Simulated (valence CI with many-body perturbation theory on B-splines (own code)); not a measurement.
## Level structure of Lu30+

Level of theory: valence CI with perturbative core correlation (CI+MBPT): five valence electrons over a frozen Dirac-Fock core [Kr], a basis of 7 s, 7 p, 8 d, 6 f, 4 g, 1 h functions for each j, with the one-electron correlation potential Σ1 (screened to all orders), the two-electron term Σ2, the three-electron term Σ3, Breit, model QED; selected single and double excitations, second order for the rest, scaled by the run's own slope (own B-spline code, finite nucleus).

No measured spectrum was set against this ion. As an estimate, large intervals hold to a few tenths of a per cent, small ones and those within an open d or f shell to about a per cent. The list stops below the first excitations out of the core.

Levels 1 to 37 of 37, with energies above the lowest level, (4d3/2^4 4d5/2) J=5/2. "Leading %" is the weight of the configuration and term that name the level; weights of strongly mixed levels are sums over their largest components and can fall short. In the jj column 3d3/2^4 stands for four electrons in 3d with j = 3/2. Lifetimes count E1, E2, E3, M1 and M2 decay at the calculated energies, and are blank where another channel may lead or the interval is too uncertain; long ones can be off by a factor of two.

```csv
No.,Configuration,Term,J,E (eV),Leading %,Lifetime,g,Leading jj
1,4d⁵,⁴P,5/2,0.000,29,,1.428,4d3/2^4 4d5/2 (87 %)
2,4d⁵,⁶S,5/2,9.580,38,56.3 μs,1.316,4d3/2^3 4d5/2^2 (80 %)
3,4d⁵,⁴G,7/2,13.906,37,97.0 μs,1.159,4d3/2^3 4d5/2^2 (98 %)
4,4d⁵,⁴D,3/2,14.341,42,35.9 μs,1.213,4d3/2^3 4d5/2^2 (97 %)
5,4d⁵,⁴G,11/2,14.784,40,,1.126,4d3/2^3 4d5/2^2 (96 %)
6,4d⁵,⁴G,9/2,16.093,38,11.8 ms,1.147,4d3/2^3 4d5/2^2 (92 %)
7,4d⁵,⁴D,5/2,16.881,35,307 μs,1.141,4d3/2^3 4d5/2^2 (85 %)
8,4d⁵,⁴P,1/2,17.604,49,1.84 ms,1.814,4d3/2^3 4d5/2^2 (83 %)
9,4d⁵,²F,7/2,18.828,38,965 μs,1.094,4d3/2^3 4d5/2^2 (94 %)
10,4d⁵,²D,3/2,23.398,54,179 μs,0.785,4d3/2^3 4d5/2^2 (76 %)
11,4d⁵,²D,5/2,23.495,32,20.4 μs,1.254,4d3/2^2 4d5/2^3 (79 %)
12,4d⁵,⁴D,7/2,25.920,52,41.1 μs,1.217,4d3/2^2 4d5/2^3 (97 %)
13,4d⁵,²I,11/2,26.534,52,58.9 μs,1.081,4d3/2^2 4d5/2^3 (97 %)
14,4d⁵,⁴G,9/2,27.144,54,60.4 μs,1.147,4d3/2^2 4d5/2^3 (92 %)
15,4d⁵,⁴D,1/2,27.916,75,32.8 μs,0.568,4d3/2^2 4d5/2^3 (95 %)
16,4d⁵,²I,13/2,28.592,100,278 μs,1.074,4d3/2^2 4d5/2^3 (100 %)
17,4d⁵,⁴P,3/2,28.757,53,18.8 μs,1.193,4d3/2^2 4d5/2^3 (94 %)
18,4d⁵,²F,5/2,29.242,41,36.2 μs,1.017,4d3/2^2 4d5/2^3 (93 %)
19,4d⁵,²H,9/2,31.413,52,26.4 μs,1.109,4d3/2^2 4d5/2^3 (99 %)
20,4d⁵,²G,7/2,32.025,61,99.9 μs,0.989,4d3/2^2 4d5/2^3 (98 %)
21,4d⁵,⁴F,5/2,32.482,61,27.3 μs,1.045,4d3/2^2 4d5/2^3 (96 %)
22,4d⁵,²D,3/2,33.180,88,66.5 μs,0.836,4d3/2^2 4d5/2^3 (77 %)
23,4d⁵,⁴P,1/2,34.713,35,30.8 μs,1.817,4d3/2^2 4d5/2^3 (72 %)
24,4d⁵,²G,7/2,34.899,42,45.1 μs,1.048,4d3/2^2 4d5/2^3 (91 %)
25,4d⁵,²G,9/2,37.623,72,76.2 μs,1.105,4d3/2^2 4d5/2^3 (92 %)
26,4d⁵,⁴P,5/2,39.555,35,11.4 μs,1.253,4d3/2 4d5/2^4 (88 %)
27,4d⁵,⁴F,7/2,42.648,31,16.7 μs,1.192,4d3/2 4d5/2^4 (98 %)
28,4d⁵,²P,3/2,42.694,65,59.3 μs,1.160,4d3/2^2 4d5/2^3 (89 %)
29,4d⁵,²D,5/2,43.388,68,28.6 μs,1.137,4d3/2^2 4d5/2^3 (73 %)
30,4d⁵,²H,11/2,43.656,58,19.6 μs,1.070,4d3/2 4d5/2^4 (98 %)
31,4d⁵,²D,3/2,43.933,28,13.4 μs,0.980,4d3/2 4d5/2^4 (87 %)
32,4d⁵,²G,9/2,46.069,63,24.1 μs,1.113,4d3/2 4d5/2^4 (90 %)
33,4d⁵,²D,5/2,47.532,66,21.0 μs,1.112,4d3/2 4d5/2^4 (74 %)
34,4d⁵,²G,7/2,48.523,60,23.4 μs,0.993,4d3/2 4d5/2^4 (93 %)
35,4d⁵,²P,1/2,51.570,62,21.8 μs,1.124,4d3/2 4d5/2^4 (82 %)
36,4d⁵,²D,3/2,56.786,76,14.6 μs,0.876,4d3/2 4d5/2^4 (91 %)
37,4d⁵,²D,5/2,59.802,50,8.65 μs,1.153,4d5/2^5 (86 %)
```

The ionisation energy to 4d⁴ ³P0 of the next ion comes out as 1179.2 eV (NIST: 1178 ± 4 eV (theoretical)). All 37 levels together are meant to be complete up to 115.463 eV.
